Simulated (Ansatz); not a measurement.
System: BI2, charge 0, multiplicity 2. It need not be the lowest isomer of its formula. 
Structure (B3LYP-D3(BJ)/def2-TZVP (Ansatz, an electronic-structure program) minimum search):
SMILES: [B](I)I
```xyz
3

B      0.8267    -0.1246    -0.2499
I      0.2666    -1.0528     1.5507
I     -0.3446     1.0646    -1.5271
```
Charge 0, spin multiplicity 2.

Basis-set convergence of Hartree-Fock and CCSD correlation energies (hartree) with Ansatz. Valence correlation only, unless marked. Open shells are spin-unrestricted. No spin-orbit coupling. The frozen core is the preceding noble-gas configuration, with the filled d and f shells of earlier blocks. In def2 rows, elements after Kr have scalar-relativistic effective core potentials.

```csv
basis,functions,E(HF),"E(corr, CCSD)"
def2-SVPD,90,-617.95828,-0.29244
def2-TZVPPD,155,?,?
```

Question: Some entries are withheld; supply them.

Answer: 
- def2-TZVPPD, E(HF): -618.00222
- def2-TZVPPD, E(corr, CCSD): -0.38020
